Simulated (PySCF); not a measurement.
A side-by-side comparison of computed properties.

First species: C₄H₆F₄O₂Si.
SMILES with atom numbers: `[F:1][C:2]([F:3])([F:4])[C:5]1([F:6])[CH2:7][O:8][SiH2:9][O:10][CH2:11]1` (hydrogens: H12, H13 on C7; H14, H15 on Si9; H16, H17 on C11)

Second species: C6H12O2S.
SMILES with atom numbers: `[CH3:1][C@@H:2]1[CH2:3][CH2:4][S:5](=[O:6])(=[O:7])[C@@H:8]1[CH3:9]` (hydrogens: H10, H11, H12 on C1; H13 on C2; H14, H15 on C3; H16, H17 on C4; H18 on C8; H19, H20, H21 on C9)

Levels: PBE0/pcSseg-1 for HOMO energy, LUMO energy and HOMO–LUMO gap. Geometries: GFN2-xTB. Each structure is a single optimised conformer of the isolated species, non-relativistic unless stated. Electronic properties by PySCF.

```tsv
property	column X	column Y
HOMO energy	-7.87 eV	-8.41 eV
LUMO energy	0.84 eV	0.58 eV
HOMO–LUMO gap	8.71 eV	8.99 eV
```

Question: Which column belongs to which species?

Answer: Column X is the second species and column Y the first. The first has 17 atoms and 96 electrons, the second 21 and 80.

Question: How does each property change from the first species to the second?

Answer: HOMO energy +0.54 eV; LUMO energy +0.26 eV; HOMO–LUMO gap -0.28 eV.

